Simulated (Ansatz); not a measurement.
Ligand exchange: C3H10OSi + CH8O2Si2 → C2H10OSi2 + C2H8O2Si

Gas-phase species: C3H10OSi `CO[SiH](C)C`, singlet; CH8O2Si2 `CO[SiH](O)[SiH3]`, singlet; C2H10OSi2 `C[SiH](C)O[SiH3]`, singlet; C2H8O2Si `CO[SiH](C)O`, singlet. The partners trade CH3 for SiH3: O–CH3 and Si–SiH3 bonds give way to O–SiH3 and Si–CH3.

Shapes, held fixed at every level: PBE0-D4/def2-TZVP. Flexible molecules stand in one conformer, not always the lowest. Programs: Ansatz 0.2.0. Electronic energies: no zero-point or thermal term.

(1) Estimate ΔE of this reaction.

Answers

(1) The highest level, CCSD(T)/CBS estimate, gives ΔE = -218.9 kJ/mol; the levels span -232.2 to -186.7. The column of differences is taken from that level and isn't an error. No measured value is set beside it here. The CBS estimate extrapolates MP2 from def2-TZVPP and def2-QZVPP and adds CCSD(T) − MP2 in the triple-zeta set, cores frozen.

```json
{"level": "HF/def2-TZVPP", "kind": "Hartree–Fock", "ΔE (kJ/mol)": "-232.2", "less CCSD(T)/CBS estimate": "-13.3"}
{"level": "PBE-D4/def2-TZVPP", "kind": "GGA", "ΔE (kJ/mol)": "-186.7", "less CCSD(T)/CBS estimate": "+32.2"}
{"level": "B3LYP-D4/def2-TZVPP", "kind": "global hybrid", "ΔE (kJ/mol)": "-209.7", "less CCSD(T)/CBS estimate": "+9.2"}
{"level": "B2PLYP/def2-TZVPP", "kind": "double hybrid", "ΔE (kJ/mol)": "-217.3", "less CCSD(T)/CBS estimate": "+1.6"}
{"level": "CCSD(T)/def2-TZVPP", "kind": "coupled cluster or CI", "ΔE (kJ/mol)": "-215.2", "less CCSD(T)/CBS estimate": "+3.7"}
{"level": "CCSD/def2-TZVPP", "kind": "coupled cluster or CI", "ΔE (kJ/mol)": "-218.8", "less CCSD(T)/CBS estimate": "+0.1"}
{"level": "CCSD(T)/CBS estimate", "kind": "coupled cluster or CI", "ΔE (kJ/mol)": "-218.9", "less CCSD(T)/CBS estimate": "0.0"}
```
